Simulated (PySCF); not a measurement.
CH4AlNSi (calculated)

Computed with PySCF 2.14.0. Calculation on a computer-drawn molecule: the log of a Hartree-Fock and frozen-core CCSD(T) single point meant for a local Hartree-Fock minimum, with one planted fault or none, to be diagnosed. Offsets are logged minus clean, where the clean run is the same molecule without the fault. The reference is restricted for singlets and unrestricted otherwise, and also for a bond in bohr or an excited solution. Adding or removing an electron swaps singlet and doublet. The excited solution moves the top pair (singlet) or top alpha electron (doublet) to the lowest empty orbital. Highest occupied and lowest empty are orbital energies over both spins, largest force is the largest gradient component, triples share is (T) over the correlation energy, the T1 limit is 0.02 restricted and 0.045 unrestricted, electrons count all cores, a negative frequency is imaginary (commonest isotopes), and the dipole is about the centre of nuclear charge.

```xyz
8
formula=CH4AlNSi meant_charge=0 meant_multiplicity=1 meant_basis=cc-pV(D+d)Z logged_electrons=45 logged_basis_functions=94 logged_SCF_converged=yes logged_spin_squared=0.8669 logged_highest_occupied=0.18219 logged_lowest_empty=5.9849 logged_largest_force=0.051367 logged_T1_diagnostic=0.039666 logged_D1_diagnostic=0.17212 logged_triples_share=0.040355 logged_CC_converged=yes logged_dipole_magnitude=2.0338 logged_SCF_stable_within_its_kind=yes logged_energy_HF=-625.42341 logged_energy_CCSD(T)=-625.95414 possible_faults=no_fault,one_electron_removed,one_electron_added,multiplicity_raised_by_two,geometry_at_a_saddle_point,SCF_held_on_an_excited_solution,minimal_basis_STO-3G,one_bond_length_entered_in_bohr,all_coordinates_scaled
C     -1.2791     1.3602    -2.7595
Si    -1.8091     1.4327    -0.9096
N     -0.6503     0.4464    -0.1767
Al     0.3715    -0.4652     0.7100
H     -0.2489     1.7240    -2.8670
H     -1.9268     1.9539    -3.4124
H     -1.2905     0.3201    -3.1103
H      1.3250    -1.3240     1.5830
```

Units: logged_highest_occupied, logged_lowest_empty in eV; logged_largest_force in hartree/bohr; logged_dipole_magnitude in debye; logged_energy_HF, logged_energy_CCSD(T) in hartree.

Drawn bonds:
```
atom  other atom  order
   1           2      1
   2           3      1
   3           4      2
   1           5      1
   1           6      1
   1           7      1
   4           8      1
```

Notes: highest electron not bound in this basis.

**Q.** CH4AlNSi: planted fault?
**A.** one electron added

Further results for CH4AlNSi:

* HF energy offset from clean run: 17.03 kcal/mol
* CCSD(T) energy offset from clean run: 6.559 kcal/mol
